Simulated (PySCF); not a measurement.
Isomers of C2H6PSi2 (doublet state), one GFN2-xTB conformer each. Single-point energies are computed at B3LYP/pcH-1 (PySCF, gas phase, no added dispersion term), electronic only. GFN2-xTB treats the open shell by occupation alone, and not every SCF solution was tested for stability.

```
            SMILES  GFN2-xTB relative energy (kcal/mol)
  C#C[SiH2]P[SiH2]                                  9.8
   C#C[SiH]P[SiH3]                                  7.0
C#C[SiH2][P][SiH3]                                  0.0
```

Conformers: `[CH:1]#[C:2][SiH2:3][PH:4][SiH2:5]` (doublet state) with C2–Si3–P4–Si5 168°, Si3–P4–Si5–H 76° and -166°; `[CH:1]#[C:2][SiH:3][PH:4][SiH3:5]` (doublet state) with C2–Si3–P4–Si5 -161°; `[CH:1]#[C:2][SiH2:3][P:4][SiH3:5]` (doublet state) with C2–Si3–P4–Si5 -49°.

Task: What does B3LYP/pcH-1 give for the same structures?

Result: 
```tsv
SMILES	B3LYP/pcH-1 E (Eh)	B3LYP/pcH-1 (kcal/mol)	GFN2-xTB (kcal/mol)	point group
C#C[SiH2][P][SiH3]	-1000.11507	0.0	0.0	C1
C#C[SiH]P[SiH3]	-1000.10443	6.7	7.0	C1
C#C[SiH2]P[SiH2]	-1000.10241	7.9	9.8	C1
```

Both levels put the same isomer lowest; measured from each level's own lowest isomer, the values differ by up to 1.9 kcal/mol (C#C[SiH2]P[SiH2]: 9.8 against 7.9). Neighbours under 5.0 kcal/mol apart (C#C[SiH]P[SiH3] and C#C[SiH2]P[SiH2]) can change places with a better method, another conformer or zero-point energy.
